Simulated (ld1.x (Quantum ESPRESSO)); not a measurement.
**Reading a pseudo-wave (Cs)**

Columns: radius, all-electron u(r) and pseudo u(r) of the 5d shell (level -0.38 eV) of caesium in the configuration [Kr] 4d10 5s2 5p6 5d0 6s1 6p0; PBEsol, scalar-relativistic, TM scheme, ld1.x (Quantum ESPRESSO) 7.5.

```csv
r (bohr),all-electron,pseudo
0.291,0.0267,0.0015
0.582,-0.1331,0.0118
0.873,-0.0779,0.0372
1.164,0.0471,0.0799
1.455,0.1604,0.1371
1.746,0.2448,0.2020
2.037,0.3021,0.2660
2.328,0.3384,0.3210
2.619,0.3598,0.3618
2.910,0.3710,0.3867
3.201,0.3757,0.3977
3.492,0.3764,0.3983
3.783,0.3749,0.3927
4.074,0.3722,0.3845
4.365,0.3690,0.3761
4.656,0.3655,0.3689
4.947,0.3617,0.3628
5.238,0.3574,0.3576
5.529,0.3522,0.3522
5.820,0.3462,0.3462
6.111,0.3393,0.3393
6.402,0.3314,0.3314
6.693,0.3227,0.3227
6.984,0.3132,0.3132
7.275,0.3031,0.3031
7.566,0.2927,0.2927
```

Problem. How many radial nodes do the two functions have?

Solution. The all-electron 5d function has n − l − 1 = 2; the pseudo-wave has 0, since the states of the same l below it are removed with the core.

Problem. At about which radius was the pseudo-wave matched?

Solution. 5.82 bohr. The columns agree to 0.0005 from 5.24 bohr on; several derivatives are matched, so the curves merge somewhat inside the radius.

Problem. Where does each function peak?

Solution. Outermost all-electron maximum near 3.49 bohr, pseudo maximum near 3.49 bohr (to the table’s step).

Problem. Is the pseudo-wave norm-conserving?

Solution. Yes: the TM scheme keeps the norm inside the radius equal to the all-electron one, which fixes the energy derivative of the logarithmic derivative at the level.
